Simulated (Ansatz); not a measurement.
Born–Oppenheimer molecular dynamics of CH8GaP (11 atoms, charge 0, multiplicity 1). It starts at the highest image of a converged band, a first-order saddle point between two minima.

Theory: RKS B3LYP/def2-mTZVP (Ansatz).

- ensemble: NVE (velocity Verlet)
- time step: 0.5 fs
- steps asked: 200
- starting velocities drawn for: 100 K
- seed: 8747

Frames 2.5 fs apart, positions in Å, forces in eV/Å.

Velocities at 60 fs (Å/ps):

```
Ga -0.25 6.77 -3.99
H -2.36 -21.44 42.58
H -2.85 34.09 -9.22
C 2.84 -1.84 1.66
H 8.07 -0.56 19.00
H -5.21 -4.56 -3.22
H -11.64 -7.36 1.53
P -1.22 -13.22 5.55
H 25.89 11.35 12.77
H -5.80 2.45 22.66
H 15.09 -54.43 -0.13
```

```xyz
11
Properties=species:S:1:pos:R:3:forces:R:3 time_fs=60 energy_less_start_eV=-0.915 T=886
Ga 0.031 0.050 -0.029 0.25 -0.16 -0.58
H 0.542 0.725 1.275 -0.25 0.22 0.38
H 1.266 -0.572 -0.858 -0.24 0.18 -0.01
C -1.743 -0.172 -0.964 0.72 -0.57 0.35
H -2.439 -0.802 -0.399 -0.12 0.49 0.03
H -2.207 0.727 -1.365 -0.08 -0.04 0.14
H -1.385 -0.804 -1.772 -0.29 0.08 -0.47
P 0.224 -3.172 1.160 -0.02 -0.33 -1.46
H -0.619 -2.365 0.306 -0.06 -0.47 0.31
H 1.258 -2.242 0.933 0.41 0.01 0.32
H -0.238 -2.616 2.326 -0.31 0.59 0.98
11
Properties=species:S:1:pos:R:3:forces:R:3 time_fs=62.5 energy_less_start_eV=-0.912 T=884
Ga 0.031 0.067 -0.039 0.37 0.22 0.36
H 0.526 0.674 1.385 -0.52 -0.12 -0.45
H 1.255 -0.482 -0.882 0.06 0.06 -0.12
C -1.735 -0.178 -0.959 0.30 -0.45 0.24
H -2.421 -0.787 -0.352 -0.04 0.51 -0.11
H -2.222 0.713 -1.368 0.02 -0.14 0.25
H -1.422 -0.821 -1.782 -0.22 0.08 -0.28
P 0.221 -3.206 1.172 0.83 -0.35 -1.77
H -0.561 -2.349 0.346 -0.52 -0.25 0.15
H 1.255 -2.239 1.000 0.30 -0.32 0.40
H -0.214 -2.730 2.365 -0.57 0.75 1.32
11
Properties=species:S:1:pos:R:3:forces:R:3 time_fs=65 energy_less_start_eV=-0.964 T=928
Ga 0.031 0.084 -0.049 0.34 0.33 0.90
H 0.480 0.618 1.469 -0.58 -0.22 -0.93
H 1.246 -0.389 -0.913 0.31 0.00 -0.19
C -1.725 -0.186 -0.953 0.15 -0.30 -0.19
H -2.406 -0.744 -0.311 -0.16 0.15 -0.01
H -2.235 0.692 -1.356 0.08 0.04 0.23
H -1.472 -0.832 -1.806 -0.17 0.14 0.14
P 0.220 -3.240 1.181 0.82 0.25 0.03
H -0.532 -2.348 0.395 -0.75 0.02 -0.01
H 1.269 -2.254 1.091 0.08 -0.56 0.32
H -0.221 -2.803 2.471 -0.10 0.15 -0.30
11
Properties=species:S:1:pos:R:3:forces:R:3 time_fs=67.5 energy_less_start_eV=-0.972 T=935
Ga 0.031 0.101 -0.058 0.36 0.16 0.82
H 0.400 0.549 1.500 -0.45 -0.13 -0.95
H 1.255 -0.295 -0.955 0.30 0.05 -0.09
C -1.714 -0.196 -0.948 -0.14 -0.11 -0.28
H -2.401 -0.692 -0.270 -0.18 -0.18 0.05
H -2.245 0.673 -1.331 0.12 0.32 0.11
H -1.532 -0.836 -1.824 -0.05 0.03 0.32
P 0.220 -3.273 1.190 0.42 0.61 1.19
H -0.546 -2.347 0.445 -0.52 0.01 0.09
H 1.289 -2.301 1.199 -0.05 -0.53 0.11
H -0.235 -2.866 2.564 0.20 -0.22 -1.37
11
Properties=species:S:1:pos:R:3:forces:R:3 time_fs=70 energy_less_start_eV=-1.056 T=1007
Ga 0.031 0.119 -0.066 0.45 -0.19 0.11
H 0.294 0.473 1.477 -0.20 0.07 -0.42
H 1.280 -0.197 -1.001 0.06 0.15 0.15
C -1.704 -0.206 -0.944 -0.78 0.23 0.14
H -2.405 -0.649 -0.228 0.09 -0.25 -0.16
H -2.246 0.673 -1.300 0.25 0.32 0.03
H -1.595 -0.839 -1.824 0.07 -0.22 0.15
P 0.221 -3.306 1.202 -0.10 0.59 1.15
H -0.590 -2.347 0.500 0.00 -0.20 0.27
H 1.306 -2.379 1.315 0.00 -0.23 -0.13
H -0.239 -2.940 2.580 0.15 -0.27 -1.28
11
Properties=species:S:1:pos:R:3:forces:R:3 time_fs=72.5 energy_less_start_eV=-1.083 T=1030
Ga 0.032 0.136 -0.075 0.51 -0.51 -0.96
H 0.176 0.401 1.431 0.06 0.30 0.51
H 1.308 -0.091 -1.038 -0.19 0.20 0.38
C -1.698 -0.215 -0.939 -1.19 0.51 0.37
H -2.404 -0.620 -0.195 0.25 -0.24 -0.28
H -2.233 0.690 -1.267 0.37 0.09 -0.03
H -1.653 -0.854 -1.815 0.13 -0.25 0.02
P 0.222 -3.337 1.215 -0.21 0.12 0.08
H -0.634 -2.358 0.571 0.40 -0.26 0.26
H 1.324 -2.470 1.423 0.12 0.12 -0.31
H -0.236 -3.029 2.526 -0.25 -0.10 -0.04
11
Properties=species:S:1:pos:R:3:forces:R:3 time_fs=75 energy_less_start_eV=-0.974 T=938
Ga 0.033 0.153 -0.084 0.51 -0.62 -1.43
H 0.061 0.347 1.413 0.18 0.38 0.98
H 1.326 0.027 -1.053 -0.28 0.20 0.48
C -1.698 -0.221 -0.932 -0.99 0.43 0.05
H -2.390 -0.606 -0.177 0.07 -0.27 -0.07
H -2.198 0.713 -1.236 0.28 -0.06 -0.15
H -1.704 -0.882 -1.803 0.17 0.04 0.14
P 0.223 -3.368 1.228 0.30 -0.48 -1.23
H -0.656 -2.383 0.656 0.48 0.00 0.02
H 1.348 -2.554 1.513 0.04 0.29 -0.38
H -0.249 -3.123 2.471 -0.76 0.07 1.59
11
Properties=species:S:1:pos:R:3:forces:R:3 time_fs=77.5 energy_less_start_eV=-1.007 T=965
Ga 0.035 0.169 -0.094 0.28 -0.52 -0.64
H -0.044 0.315 1.448 0.28 0.30 0.35
H 1.329 0.156 -1.040 -0.14 0.16 0.41
C -1.702 -0.226 -0.926 -0.50 0.14 -0.16
H -2.372 -0.608 -0.163 -0.17 -0.20 0.18
H -2.148 0.734 -1.214 -0.01 -0.04 -0.25
H -1.746 -0.908 -1.784 0.22 0.27 0.12
P 0.224 -3.400 1.239 0.38 -0.66 -0.37
H -0.650 -2.407 0.742 0.28 0.42 -0.27
H 1.373 -2.623 1.581 -0.24 0.27 -0.35
H -0.302 -3.216 2.500 -0.38 -0.13 0.98
11
Properties=species:S:1:pos:R:3:forces:R:3 time_fs=80 energy_less_start_eV=-0.982 T=944
Ga 0.037 0.185 -0.105 -0.20 -0.42 0.48
H -0.131 0.301 1.502 0.43 0.22 -0.51
H 1.323 0.295 -1.004 0.13 0.12 0.21
C -1.709 -0.230 -0.920 -0.23 -0.01 0.19
H -2.362 -0.620 -0.140 -0.12 0.08 0.06
H -2.098 0.752 -1.206 -0.27 -0.07 -0.24
H -1.774 -0.919 -1.760 0.22 0.19 -0.19
P 0.226 -3.434 1.250 -0.18 -0.60 1.20
H -0.627 -2.408 0.813 0.15 0.56 -0.32
H 1.385 -2.675 1.628 -0.39 0.19 -0.23
H -0.376 -3.316 2.583 0.46 -0.26 -0.66
11
Properties=species:S:1:pos:R:3:forces:R:3 time_fs=82.5 energy_less_start_eV=-0.893 T=868
Ga 0.039 0.201 -0.115 -0.59 -0.33 1.10
H -0.193 0.300 1.529 0.54 0.18 -0.89
H 1.326 0.442 -0.954 0.30 0.09 0.04
C -1.718 -0.234 -0.913 -0.08 0.06 0.42
H -2.360 -0.628 -0.114 0.00 0.32 -0.19
H -2.063 0.765 -1.213 -0.39 -0.23 -0.11
H -1.789 -0.919 -1.746 0.18 0.04 -0.37
P 0.227 -3.468 1.263 -0.79 -0.32 1.49
H -0.594 -2.378 0.866 0.26 0.18 -0.16
H 1.375 -2.715 1.662 -0.26 0.15 -0.03
H -0.426 -3.430 2.632 0.83 -0.13 -1.30
11
Properties=species:S:1:pos:R:3:forces:R:3 time_fs=85 energy_less_start_eV=-0.951 T=918
Ga 0.040 0.216 -0.125 -0.59 -0.17 1.03
H -0.224 0.310 1.505 0.57 0.14 -0.73
H 1.344 0.593 -0.901 0.13 -0.02 0.03
C -1.726 -0.237 -0.904 0.22 0.10 -0.10
H -2.359 -0.618 -0.098 -0.08 0.25 -0.15
H -2.052 0.765 -1.226 -0.41 -0.28 0.01
H -1.793 -0.916 -1.752 0.12 0.09 -0.10
P 0.227 -3.503 1.278 -0.95 0.06 0.69
H -0.546 -2.339 0.910 0.30 -0.34 0.02
H 1.350 -2.747 1.694 0.04 0.10 0.19
H -0.428 -3.552 2.608 0.64 0.06 -0.88
11
Properties=species:S:1:pos:R:3:forces:R:3 time_fs=87.5 energy_less_start_eV=-0.977 T=939
Ga 0.041 0.231 -0.134 -0.29 0.12 0.39
H -0.220 0.329 1.440 0.48 0.11 -0.05
H 1.369 0.743 -0.846 -0.23 -0.23 0.08
C -1.734 -0.240 -0.896 0.57 0.13 -0.78
H -2.363 -0.594 -0.090 -0.24 -0.02 0.06
H -2.064 0.750 -1.238 -0.36 -0.10 0.05
H -1.791 -0.908 -1.763 0.05 0.09 0.23
P 0.225 -3.538 1.295 -0.10 0.41 -1.00
H -0.481 -2.318 0.954 0.06 -0.56 0.09
H 1.327 -2.773 1.736 0.23 -0.06 0.31
H -0.394 -3.672 2.537 -0.15 0.10 0.61
```

Of the whole run (100 fs, mean temperature of the second half 891 K): The conserved energy stayed within 0.07 meV per atom of its start (net change -0.018 meV per atom), so the integration is sound. The kinetic energy rose, since the run started high on the potential surface and went downhill. It ends in pieces (CH5Ga + H3P), so much of that is their flight and rotation, not heat. A run of 0.1 ps of so small a system gives no equilibrium averages. The orbitals stay closed-shell, which can raise the energy where a bond breaks towards radicals; this wasn't checked here.

The run took 7.1 min on 2 threads of Intel(R) Xeon(R) Platinum 8488C (Sapphire Rapids) (shared host), peak memory 0.23 GiB.
